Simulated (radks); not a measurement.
The numbers below are computed, except where a source is named.
Dipole-allowed excitations along the series with 36 electrons in [Kr]. Code: a radial shooting solver on a logarithmic mesh with Libxc functionals. Model: scalar-relativistic Kohn-Sham, PBE, spin-unpolarised, spherical densities, finite nucleus; Fermi nuclear charge, rms radius of each element as measured or else 0.836 A^(1/3) + 0.57 fm. Time-dependent linear response with the Hartree and adiabatic LDA kernel, continuum included through the Sternheimer equations, no spin-orbit coupling, so fine structure and intercombination lines are absent. Lines are the poles of the dipole polarisability below minus the highest occupied eigenvalue, found on a grid refined at the orbital gaps; the lowest seven at most are given, and weak or close lines can be missed. The first line takes the name of the lowest orbital gap if no other gap lies below it; otherwise a line is named after a gap within 0.6 % of it, if that gap stands alone.

species  -e(HOMO) (eV)  lowest orbital gap (eV)  first line (eV)      f  strongest line (eV)  its f  static alpha (bohr^3)
Rb+             21.651             4p-5s 15.605   15.667 (4p-5s)  0.420  19.278 (unassigned)   1.18                  9.471
Sr2+            36.517             4p-5s 22.922   23.023 (4p-5s)  0.485  27.195 (unassigned)   3.43                  5.934
Zr4+            72.801             4p-4d 32.372   39.628 (4p-5s)  0.594  40.200 (unassigned)   5.27                  2.986
Nb5+            94.006             4p-4d 36.669   45.939 (4p-4d)   5.52            the first   5.52                  2.273
